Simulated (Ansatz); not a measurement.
One change: `FCC(F)F` becomes `FCCC(F)(F)CF`.

Ansatz, PBE0-D4/def2-TZVP geometries, multiplicity 1. Each molecule was computed in one conformer, which needn't be the lowest.

```tsv
property	`FCC(F)F`
HOMO–LUMO gap (PBE0/def2-TZVPP) / eV	11.11
HOMO–LUMO gap (PBE/def2-TZVPP) / eV	8.18
ideal-gas entropy at 298 K and 1 bar (rigid rotor, harmonic PBE0-D4/def2-TZVP) / J/(mol·K)	302
LUMO energy (PBE/def2-TZVPP) / eV	0.24
HOMO energy (ωB97M-V/def2-TZVPP) / eV	-12.16
HOMO energy (PBE/def2-TZVPP) / eV	-7.94
```

Task: What does the change do to each property? (Best estimate.)

Result: Ansatz gave: 
```tsv
property	`FCCC(F)(F)CF`	shift
HOMO–LUMO gap (PBE0/def2-TZVPP) / eV	10.52	-0.59
HOMO–LUMO gap (PBE/def2-TZVPP) / eV	7.80	-0.38
ideal-gas entropy at 298 K and 1 bar (rigid rotor, harmonic PBE0-D4/def2-TZVP) / J/(mol·K)	380	78
LUMO energy (PBE/def2-TZVPP) / eV	-0.07	-0.31
HOMO energy (ωB97M-V/def2-TZVPP) / eV	-12.01	0.15
HOMO energy (PBE/def2-TZVPP) / eV	-7.87	0.07
```

With PBE0 the HOMO rises by 0.12 eV and the LUMO falls by 0.46 eV, so the gap narrows by about 0.58 eV. PBE moves the HOMO by 0.07 eV and ωB97M-V by 0.15 eV. The zero-point energy changes by 128.9 kJ/mol with +18 modes.
